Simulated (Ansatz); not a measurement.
Computed with Ansatz on PBE0-D4/def2-TZVP structures; ΔE is electronic, products minus reactants. CBS: MP2 limit from def2 TZ/QZ plus the TZ coupled-cluster correction, frozen cores. This one scheme is used for every species. DFT in def2-TZVPP. B3LYP here is the variant with VWN-RPA as its local correlation; programs differ in this. HSE06 is defined as in plane-wave codes. Elements past krypton have def2 core potentials. For In outer-core shells are correlated without core-valence functions, which leaves a few kJ/mol of doubt a bond. One conformer a species, not always the lowest.

Consider the β-hydride elimination: `C[O][InH][CH3]` → `[CH3][InH2]` + `C=O`.

```
          level  ΔE (kJ/mol)
      r2SCAN-D4        154.8
         B97M-V        140.2
        PBE0-D4        152.1
       B3LYP-D4        140.8
       HSE06-D4        152.1
  CCSD/def2-SVP        125.0
  HF/def2-TZVPP        110.1
CCSD/def2-TZVPP        139.1
```

(1) What does CCSD(T)/CBS give? (Best estimate.)

Largest T1 diagnostic among the species: 0.015.

Results:

(1) Computed: +154.5 kJ/mol. The listed levels differ from it by 0.3, -14.3, -2.4, -13.7, -2.4, -29.5, -44.4, -15.4 kJ/mol.

Leaving LDA and LC-ωPBE aside and taking each functional with its dispersion term where it has one, the values, not all of them listed here, spread over 21.6 kJ/mol, from BLYP-D4 to r2SCAN0-D4. LDA lies +40.4 kJ/mol from PBE without D4. In def2-TZVPP, CCSD(T) changes the Hartree–Fock value by +31.9 kJ/mol (the triples alone add +2.9 kJ/mol) and MP2 by +43.4 kJ/mol. The D4 term adds +10.8 kJ/mol with B3LYP and +6.0 kJ/mol with PBE0; it sums over pairs of atoms, weighted by their polarisabilities, and B3LYP, whose exchange is more repulsive, gets the larger term.
